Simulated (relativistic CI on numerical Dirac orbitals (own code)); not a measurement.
# Hyperfine structure of Yb XXXIII, mass number 171

Computed by Dirac-Coulomb-Breit CI, orbitals from a KLI potential per configuration, a model potential for QED, unscaled Slater integrals (own radial code, finite nucleus).

Configurations in the expansion (outside the closed core [Ar] 3d10): 4s²4p⁶4d², 4s²4p⁵4d³, 4s²4p⁶4d4f, 4s4p⁶4d³, 4s²4p⁵4d²4f, 4s4p⁶4d²4f, 4s²4p⁶4d5s, 4s²4p⁶4f5s, 4s²4p⁶4d5p, 4s²4p⁶4f², 4s²4p⁵4f³, 4s4p⁶4f³, 4s²4p⁶4f5p, 4s²4p⁵4f²5p, 4s4p⁶4f²5p. Double excitations out of closed p, d and f shells are left out; levels of such configurations are missing from the list, as are those of other unlisted configurations, and high levels can miss mixing partners.

Nuclear spin I = 1/2, μ = 0.4923 μN (tables of Stone and Pyykkö). The electronic factors are computed for point nuclear moments, without core polarisation or the Bohr-Weisskopf and QED corrections.

| Level | E (eV) | A (MHz) |
| --- | --- | --- |
| 4s²4p⁶4d² ³F2 | 0.0000 | 20710 |
| 4s²4p⁶4d² ³F3 | 12.4713 | 11840 |
| 4s²4p⁶4d² ¹G4 | 17.1338 | 12290 |
| 4s²4p⁶4d² ³P1 | 17.3242 | -723.5 |
| 4s²4p⁶4d² ³F4 | 28.2161 | 8832 |

Levels with J = 0, under 50 % of one LS term, or S terms without an open s electron are left out. Small factors come from cancelling terms and can be off by tens of per cent or more.

At this charge energies of transitions that change n are usually good to better than 1 %, and those within a shell (Δn = 0) to a few per cent. Terms inside the open d or f shell come out 10 to 20 % too wide with unscaled integrals.

**Question.** Give the hyperfine levels of 4s²4p⁶4d² ³F2 relative to its centre of gravity.

**Answer.** With K = F(F + 1) − I(I + 1) − J(J + 1), E = AK/2: F = 3/2: -31060, F = 5/2: 20710 MHz.

LS names give the leading component of a level, which can be under half, so a name can repeat, a term be missing and a line seem to break the LS rules.
